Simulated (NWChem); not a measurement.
# GeSiNH$_{5}$, singlet; SMILES [Ge]([SiH3])[NH2]

```xyz
8

Ge    -0.4488    -0.6562     0.0000
N      1.2994    -1.1500     0.0000
H      1.5674    -2.1298     0.0000
H      2.1089    -0.5360     0.0000
Si     0.0755     1.7689     0.0000
H     -0.5101     2.4489     1.2035
H     -0.5101     2.4489    -1.2035
H      1.5538     2.0506     0.0000
```
Atoms are numbered in this order, from 1.

Computed with NWChem. Medium grid unless said otherwise, to which SCAN and Minnesota functionals are sensitive. Low-valent species are run as closed-shell singlets; no triplet was tried in these runs. All runs use the structure optimised with PBE0/def2-SVP.

**Question.** Order these by “highest occupied level (eV)”, lowest first: MN15-L/def2-SVP; N12/def2-SVP; B3LYP/def2-SVP; CAM-B3LYP/def2-SVP.

**Answer.** CAM-B3LYP/def2-SVP (-7.30), B3LYP/def2-SVP (-5.93), MN15-L/def2-SVP (-5.39), N12/def2-SVP (-4.94)
